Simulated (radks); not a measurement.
Q: These are the eigenvalues of the occupied orbitals of an atom or ion with whole-number occupations (eV). All-electron calculation, non-relativistic Kohn-Sham, PBEsol, spin-polarised, spherical densities, point nucleus. Program: a radial shooting solver on a logarithmic mesh with Libxc functionals.

orbital  eigenvalue
1s up     -1815.206
1s down   -1815.017
2s up     -174.8632
2s down   -174.5659
2p up     -131.9236
2p down   -131.6192
3s up      -40.2654

Which element is it, and in what charge state? The configuration may be excited. Open shells, if any, are filled with parallel spins first.

A: Z = 14, silicon, charge +3: Si3+ in [Ne] 3s1. The list shows which subshells hold electrons but not how many an open one holds; the 1s level, -66.708 hartree, gives Z - s = 11.6 by -(Z - s)^2/2, which with screening narrows Z to a few neighbours, and the depths of the outer levels then fix element, charge and occupations together.
